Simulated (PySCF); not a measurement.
# Broadened absorption spectrum of H6NO2PSi

H6NO2PSi.
Geometry (PBE0-D3(BJ)/def2-SVP, Å), atoms numbered from 1 in this order:
```
atom  x, y, z in Å
N1    -0.9629   -1.1195   -0.9159
Si2   -0.0395    0.1066   -0.1584
O3    -0.6978    0.4963    1.3215
O4    -0.0410    1.5527   -0.9734
P5     2.0672   -0.7053   -0.1132
H6    -0.5422   -1.6823   -1.6464
H7    -1.9542   -0.9809   -1.0834
H8    -0.8241   -0.2398    1.9270
H9    -0.0477    2.3304   -0.4064
H10    1.8706   -1.4483    1.0927
H11    2.5846    0.4406    0.5644
```

Theory: PySCF 2.14.0, density-fitted response routines, TDDFT PBE0/def2-SVPD, vertical, gas phase, core orbitals frozen in the response.

Computed states:

```
state  E (eV)       f
   S1    6.20   0.054
   S2    6.48  0.0070
   S3    6.75   0.030
   S4    7.27   0.118
   S5    7.37   0.030
   S6    7.41   0.061
   S7    7.61   0.016
   S8    7.72   0.035
   S9    7.76   0.029
  S10    7.85   0.111
```

Each state is given a Gaussian of 0.4 eV full width at half maximum, with ε(max) = 2.175×10⁸ f / Δν̃ (Δν̃ the width in cm⁻¹). The width is an assumption, not a result. The curve ends short of the highest state used, and states not computed would add to its high-energy end.

Question: What does the envelope look like, and where are its maxima?

Answer: 
(λ (nm), ε (L mol⁻¹ cm⁻¹)): (171.0, 12428), (172.1, 10866), (173.3, 8817), (174.5, 6753), (175.7, 4965), (176.8, 3718), (178.0, 2823), (179.2, 2352), (180.3, 2190), (181.5, 2178), (182.7, 2222), (183.9, 2240), (185.0, 2203), (186.2, 2108), (187.4, 1990), (188.6, 1893), (189.7, 1862), (190.9, 1921), (192.1, 2091), (193.2, 2338), (194.4, 2678), (195.6, 3046), (196.8, 3385), (197.9, 3622), (199.1, 3758), (200.3, 3742), (201.5, 3571), (202.6, 3295), (203.8, 2900), (205.0, 2449), (206.1, 2024), (207.3, 1584), (208.5, 1193), (209.7, 866), (210.8, 626), (212.0, 425), (213.2, 279), (214.4, 178), (215.5, 114), (216.7, 68), (217.9, 40), (219.1, 23), (220.2, 13), (221.4, 7)

Maxima: 200 nm (6.21 eV), ε about 3800, made up of S1 (96%); 184 nm (6.75 eV), ε about 2200, made up of S3 (90%) (hardly more than a shoulder) (ε in L mol⁻¹ cm⁻¹; maxima over ε = 5, shares over 10%). At its high-energy end, 7.25 eV, the curve is still rising (ε about 12000, from S4, S5 and S6).

Question: On this curve, what absorbance would a 10⁻³ mol/L sample give at 193 nm over a 1 cm path?

Answer: 193 nm is 6.424 eV, where ε is about 2300 L mol⁻¹ cm⁻¹, so A = ε c l ≈ 2.3 (Beer–Lambert, with the gas-phase spectrum and the assumed width).

Question: What would ε be at 6.21 eV, the highest of these maxima, with half the width (0.2 eV)?

Answer: About 7210 L mol⁻¹ cm⁻¹ against 3770, a factor of about 1.9; a lone state at its own centre would give exactly 2.

Question: Coming from long wavelengths, where does ε first pass 100 L mol⁻¹ cm⁻¹?

Answer: At about 216 nm (5.75 eV), 0.45 eV below S1.

The vertical ionisation energy (ΔSCF) is 9.40 eV, 1.55 eV above S10.

One conformer stands for the species.
